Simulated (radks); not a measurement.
Results of a calculation; reference values are marked as such.
Initial-state core-level shifts of the silver ion Ag+ when its valence configuration changes from [Kr] 4d10. Level of theory: scalar-relativistic Kohn-Sham, r2SCAN, spin-polarised, spherical densities, finite nucleus; open shells are filled with parallel spins first (spin-orbit coupling, left out, can overturn this in heavy ions); meta-GGA in the generalised Kohn-Sham scheme; Fermi nuclear charge, rms radius 4.5454 fm (a radial shooting solver on a logarithmic mesh with Libxc functionals). Shifts are changes of the shell-averaged eigenvalues in eV (positive: less bound); the change of the density at the nucleus, which sets a Mossbauer isomer shift, is in e/bohr^3, on a base of 1.493e+05.

valence	1s	2p	3p	3d	density at nucleus
4d9 5p1	-6.485	-6.673	-6.637	-6.652	+3.29
4d7 5p3	-19.657	-20.432	-20.159	-20.232	+13.66
4d9 5s1	-4.908	-5.149	-5.092	-5.110	+28.78
4d8 5s1 5p1	-11.540	-12.034	-11.892	-11.933	+36.60
4d8 5p2	-13.002	-13.448	-13.323	-13.363	+7.86
4d8 5s2	-10.332	-10.857	-10.695	-10.738	+63.22
4d9.5 5p0.5	-3.253	-3.338	-3.326	-3.333	+1.48
4d8.5 5s1 5p0.5	-8.212	-8.571	-8.478	-8.507	+32.33
